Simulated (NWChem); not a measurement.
GaH3; SMILES [GaH3]

All runs: NWChem. Pople sets run with spherical d functions. Each level has its own optimisation; frequencies are unscaled.

Problem. Taking Hartree-Fock/def2-TZVPD as the yardstick, which of these has the fewest basis functions while keeping “highest harmonic frequency (cm⁻¹)” within 10 cm⁻¹ of it: Hartree-Fock/6-311G**; Hartree-Fock/6-31G*; Hartree-Fock/STO-3G; Hartree-Fock/3-21G?…

Solution. Hartree-Fock/6-311G**.
```csv
level,basis functions,highest harmonic frequency (cm⁻¹)
Hartree-Fock/STO-3G,21,2409
Hartree-Fock/3-21G,28,1929
Hartree-Fock/6-31G*,38,2024
Hartree-Fock/6-311G**,62,2049
Hartree-Fock/def2-TZVPD,81,2042
```

The yardstick is one finite set, not the basis-set limit.
